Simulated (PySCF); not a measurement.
C2H4BFO2, SMILES COB(F)C=O. Heavy atoms are numbered as in [CH3:1][O:2][B:3]([F:4])[CH:5]=[O:6]. Hydrogens are named by the atom that carries them.

Geometry: ωB97X-D3(BJ)/def2-SVP. The structure was generated by enumeration, and PubChem lists no compound with its InChIKey, so it may never have been made. One conformer was computed; it need not be the lowest.

Calculation: KT2/pcSseg-1 (PySCF).

GIAO shieldings, no solvent; atoms alike by connectivity are averaged. δ = σ(ref) − σ: ¹³C against TMS (σ = 185.1 ppm); ¹⁷O against H2O (σ = 330.4 ppm); ¹¹B against BF3 (σ = 89.8 ppm); ¹⁹F against CFCl3 (σ = 127.1 ppm); ¹H against TMS (σ = 31.47 ppm), references at their B3LYP-D3(BJ)/def2-TZVP geometries, non-relativistic.

Computed chemical shifts:
```tsv
nucleus	atoms	count	δ (ppm)
¹³C	C5 (CH)	1	219.7
¹³C	C1 (CH3)	1	57.5
¹⁷O	O6	1	852.0
¹⁷O	O2	1	124.9
¹¹B	B3	1	-1.4
¹⁹F	F4	1	-129.4
¹H	H on C5	1	11.13
¹H	H on C1	3	4.68
```
